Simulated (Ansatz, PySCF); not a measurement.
This Ansatz (a first-principles code) input computes a PBE/def2-TZVPD energy:

Ansatz 0.2 input:
```yaml
crystal:
  periodic: [false, false, false]
  atoms:
    - {symbol: B, position_ang: [-0.14803781, 0.69147789, -0.31457610]}
    - {symbol: Cl, position_ang: [0.99304335, -0.55184561, 0.08917547]}
    - {symbol: C, position_ang: [-1.66368058, 0.66810897, -0.00803348]}
    - {symbol: H, position_ang: [-2.11310286, 1.66099964, 0.01463259]}
    - {symbol: H, position_ang: [-1.90022710, 0.13529247, 0.91845667]}
    - {symbol: H, position_ang: [-2.14613456, 0.11903998, -0.82799080]}
basis:
  gaussian:
    orbitals: def2-TZVPD
hamiltonian:
  xc: {name: PBE}
magnetization: {spin_polarized: true, initial_magnetization: 1}
output: {forces: true}
```

Problem. Write an input for the same energy in PySCF and say what it gives.

Solution. 
```python
from pyscf import gto, scf, dft

mol = gto.M(
    atom='''
    B    -0.14803781    0.69147789   -0.31457610
    Cl    0.99304335   -0.55184561    0.08917547
    C    -1.66368058    0.66810897   -0.00803348
    H    -2.11310286    1.66099964    0.01463259
    H    -1.90022710    0.13529247    0.91845667
    H    -2.14613456    0.11903998   -0.82799080
    ''',
    basis='def2-tzvpd',
    charge=0,
    spin=1,
    verbose=4,
)

mf = dft.UKS(mol, xc='pbe').density_fit(auxbasis='def2-universal-jkfit')
mf.grids.level = 3
mf.conv_tol = 1e-9
mf.max_cycle = 100
mf.max_memory = 1500
mf.kernel()
if not mf.converged:
    mf = mf.newton()
    mf.kernel(mf.make_rdm1())
for _ in range(2):
    mo, _, stable, _ = mf.stability(return_status=True)
    if stable:
        break
    mf.kernel(mf.make_rdm1(mo, mf.mo_occ))
mf.analyze()
```
It gives -524.67803 Eh, and Ansatz -524.67798 Eh, a difference of 0.05 mEh, from the treatment of integrals and grids.

It need not be the lowest isomer of its formula.
